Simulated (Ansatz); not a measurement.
A family of molecules: the HOMO–LUMO gap

Gas-phase molecules, one atom swapped for its congeners: BH3(NH3); BH3(PH3); BH3(AsH3). All are singlets with charge 0.

Shapes, held fixed at every level: PBE0-D4/def2-TZVP. Programs: Ansatz 0.2.0. Values in eV.

```tsv
level	BH3(NH3)	BH3(PH3)	BH3(AsH3)
SPW92/def2-TZVPP	5.51	6.71	6.37
PBE-D4/def2-TZVPP	5.55	6.82	6.54
B3LYP-D4/def2-TZVPP	7.20	8.51	8.23
r2SCAN0-D4/def2-TZVPP	8.53	9.51	9.32
wB97X-V/def2-TZVPP	12.17	13.35	13.13
wB97M-V/def2-TZVPP	11.49	12.80	12.64
```

At wB97M-V/def2-TZVPP the HOMO–LUMO gap isn't monotonic: it is largest for P and smallest for N (12.80 and 11.49 eV). Every level shows the same order. Relativity is left out for As. Orbital gaps aren't excitation energies, and the LUMO depends on the basis.
